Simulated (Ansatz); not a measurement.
Basis sets compared for SnMeH3 (CH6Sn). Total charge 0; singlet. Geometry PBE-D4/def2-TZVP. Ansatz on 2 threads of AMD EPYC 7R13 on a shared host; times are rough, and most runs start from earlier orbitals.

```xyz
8

Sn   -0.5417    0.3820   -0.7443
C     0.6318   -0.4455    0.8680
H     1.4723   -1.0190    0.4589
H     0.0073   -1.1083    1.4792
H     1.0207    0.3641    1.4974
H    -1.8783    1.2646   -0.1113
H    -1.1370   -0.8813   -1.7521
H     0.4249    1.4434   -1.6958
```

In the def2 sets Sn takes a core potential, while STO-3G treats all electrons; there is no spin–orbit coupling.

STO-3G and 6-31G are all-electron sets without relativity, so their totals don't compare with the def2 sets.

Binding counts from free atoms (Sn triplet, C triplet, H doublet) in the same basis, without a counterpoise term.

```tsv
level	functions	energy (Eh)	HOMO (eV)	LUMO (eV)	binding per atom (eV)	wall time
HF/STO-3G	38	-6004.2003	-9.29	11.77	3.39	0.3 s
HF/def2-TZVP	117	-254.6984	-11.12	2.43	2.27	0.5 s
PBE-D4/def2-SVP	70	-255.8733	-7.15	-0.04	3.01	0.6 s
PBE-D4/def2-TZVP (with forces)	117	-255.9314	-7.20	-0.49	3.02	1.1 s
r2SCAN-D4/def2-TZVP	117	-256.0527	-7.45	0.01	3.03	1.6 s
PBE0-D4/def2-SVP	70	-255.8998	-8.36	0.74	3.00	0.9 s
PBE0-D4/def2-TZVP	117	-255.9547	-8.37	0.24	3.01	1.4 s
```

(1) Estimate the rows for PBE-D4/def2-TZVPD, r2SCAN-D4/def2-TZVPD, PBE0-D4/def2-TZVPD.

## Answers

(1) 
```csv
level,functions,energy (Eh),HOMO (eV),LUMO (eV),binding per atom (eV),wall time
PBE-D4/def2-TZVPD,147,-255.9318,-7.21,-0.65,3.02,1.3 s
r2SCAN-D4/def2-TZVPD,147,-256.0530,-7.45,-0.06,3.03,2.2 s
PBE0-D4/def2-TZVPD,147,-255.9550,-8.37,-0.02,3.01,1.8 s
```
